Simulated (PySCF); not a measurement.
Compound: H6N2OSi.
Z-matrix (Å and degrees, PBE0-D3(BJ)/def2-SVP geometry), rows numbered from 1:
```
N 
Si  1  1.7162
N   2  1.7111  1  106.46
O   2  1.6713  1  119.17  3   114.78
H   1  1.0123  2  121.21  3   155.67
H   1  1.0134  2  121.34  3   -52.04
H   2  1.5001  1  103.62  3  -127.11
H   3  1.0120  2  120.74  1   160.94
H   3  1.0114  2  121.25  1   -46.40
H   4  0.9609  2  114.84  1    86.57
```

Theory: EOM-IP-CCSD/aug-cc-pVDZ in PySCF, restricted Hartree–Fock reference, 8 core orbitals frozen, non-relativistic, gas phase, PBE0-D3(BJ)/def2-SVP geometry.

Hartree–Fock orbital energies give these Koopmans values (eV): HOMO 10.89, HOMO-1 11.15, HOMO-2 12.83, HOMO-3 14.00, HOMO-4 15.35, HOMO-5 15.56, HOMO-6 17.01, HOMO-7 17.94.

Q: What vertical ionisation energies does EOM-IP-CCSD give?

A: 
```
leading hole (HF orbital)  Koopmans (eV)  EOM-IP-CCSD (eV)  change (eV)  one-hole share
                     HOMO          10.89              9.78        -1.11            0.95
                   HOMO-1          11.15              9.92        -1.23            0.95
                   HOMO-2          12.83             11.46        -1.37            0.95
                   HOMO-3          14.00             12.46        -1.54            0.94
                   HOMO-4          15.35             13.88        -1.47            0.94
                   HOMO-5          15.56             14.22        -1.34            0.95
                   HOMO-6          17.01             15.78        -1.23            0.95
                   HOMO-7          17.94             16.83        -1.11            0.95
```

Q: Does the order of the lines follow the orbital energies?

A: Yes, no two lines change places. The corrections run from -1.54 to -1.11 eV, with a mean of -1.30 eV over the 8 lines; no line lies above its Koopmans value.

Q: At what kinetic energies would He I light (21.22 eV) eject these electrons?

A: 11.44 eV (HOMO), 11.30 eV (HOMO-1), 9.76 eV (HOMO-2), 8.76 eV (HOMO-3), 7.34 eV (HOMO-4), 7.00 eV (HOMO-5), 5.44 eV (HOMO-6), 4.39 eV (HOMO-7).

Q: What total energy has the lowest final state, and which wavelength reaches it?

A: E(CCSD) + ionisation energy = -477.03654 + 0.35945 = -476.67709 Eh, at the geometry of the initial state. The threshold wavelength is 1239.84 eV nm/9.78 eV = 126.8 nm.

Lines less than 0.15 eV apart could change places at a higher level. One root was sought for each valence orbital with −ε under 21 eV, eight at most, so deeper holes and satellites are missing; no vibrational structure.

One conformer stands for the species.
